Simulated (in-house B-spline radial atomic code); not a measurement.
Results of a calculation; reference values are marked as such.
Correlation energy from the adiabatic connection: −Z/r, Z = 2, wall at 2.8 bohr

Two electrons in a singlet, external potential −Z/r, Z = 2, wall at 2.8 bohr (atomic units). Full CI in B-splines (partial waves to l = 8, correlation up to 0.6 % small) with the density held fixed gives W(λ) = <V_ee>_λ − U, and E_c is the integral of W(λ) − W(0) from 0 to 1.

```tsv
λ	W(λ) − W(0) (hartree)
0	0.00000
0.02	-0.00187
0.05	-0.00466
0.12	-0.01101
0.25	-0.02233
0.4	-0.03467
0.6	-0.05003
0.8	-0.06426
1	-0.07747
```

Q: Integrate the table by the trapezoid rule.

A: The strips give -0.00002, -0.00010, -0.00055, -0.00217, -0.00428, -0.00847, -0.01143, -0.01417, which sum to -0.04118 hartree. The direct value, W(1) − W(0) + T_c with T_c = 0.03622, is -0.04125; the curve is convex, so chords lie above it and the trapezoids fall short in size by 0.17 %.

Q: Now use only three numbers: W(0) = -1.0891, the initial slope W'(0) = -0.0941 (extrapolated from the first points) and the strong-coupling limit of the point-charge-plus-continuum model, W∞ = -1.4801. What do second-order theory and the interpolation W(λ) = W∞ + (W(0) − W∞)/√(1 + 2χλ) of Seidl, Perdew and Levy give?

A: Second order keeps the slope alone: E_c = W'(0)/2 = -0.04705, +14 % in size against -0.04125. Matching the slope fixes χ = W'(0)/(W∞ − W(0)) = -0.0941/(-0.39100) = 0.24066. Integrating, with s = √(1 + 2χ) = 1.217099, E_c = −(W(0) − W∞)(s − 1)/(s + 1) = −0.39100 × 0.217099/2.217099 = -0.03829 hartree, -7.2 % in size against the full result. At λ = 1 the formula gives W − W(0) = -0.06974 against -0.07747. Part of the miss can come from the model's W∞.
